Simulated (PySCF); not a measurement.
Work out the structure from these simulated measurements.

Formula: C4H3ClN2.

| Property | Result |
| --- | --- |
| 1H NMR | chemical shifts (computed TMS as zero) by class: 8.82 (1 H), 8.60 (1 H), 8.49 (1 H) ppm [GIAO B97-2/pcSseg-2] |
| Rotational structure | rotational constants A, B, C: 6.141, 1.677, 1.317 GHz [PBE0-D3(BJ)/def2-TZVP] |
| 13C NMR | chemical shifts (computed TMS as zero) by class: 164.1 (1 C), 153.4 (1 C), 150.9 (1 C), 149.3 (1 C) ppm [GIAO B97-2/pcSseg-2] |
| NMR, other nuclei | isotropic shieldings of nuclei other than C and H, by class: -119 (1 N), -98 (1 N), 659 (1 Cl) ppm [GIAO B97-2/pcSseg-2] |
| Dipole | 1.46 D [B97-2/pcSseg-2] |

The electronic properties come from PySCF, for the isolated species, density fitting. Levels stand in brackets. Geometry: PBE0-D3(BJ)/def2-TZVP; no solvent, vibrations or thermal averaging. NMR classes are plain means over equivalent atoms (diastereotopic ones count apart unless rotation or inversion swaps them), as if these changed places fast.

Q: Propose a structure and show how it fits.

A: Numbering: `[Cl:1][c:2]1[cH:3][n:4][cH:5][cH:6][n:7]1`. Its formula, C4H3ClN2, gives 4 degrees of unsaturation: 1 ring and 3 π bonds in the structure found (Kekulé form). 4 carbons fall into 4 classes; from least to most shielded: aromatic C–Cl carbon [C2] (164.1 ppm), aromatic CH next to a ring nitrogen [C3] (153.4 ppm), aromatic CH next to a ring nitrogen [C6] (150.9 ppm), aromatic CH next to a ring nitrogen [C5] (149.3 ppm). Hydrogen classes from least to most shielded: 1 H on an aromatic CH next to a ring nitrogen, C3 (8.82 ppm), 1 H on an aromatic CH next to a ring nitrogen, C5 (8.60 ppm), 1 H on an aromatic CH next to a ring nitrogen, C6 (8.49 ppm). The other shieldings belong to: -119 ppm, pyridine-type nitrogen [N4]; -98 ppm, pyridine-type nitrogen [N7]; 659 ppm, aryl chlorine [Cl1]. The optimised geometry has point group Cs and is an asymmetric top. Structure: chloropyrazine, `c1c(Cl)nccn1`. Computed isomers that give other values at the same levels: `Clc1ncccn1` (13C chemical shifts (computed TMS as zero) by class: 178.5 (1 C), 166.7 (2 C), 123.8 (1 C) ppm). The assignments are read from this structure; whether some other isomer fits the data as well wasn't checked.
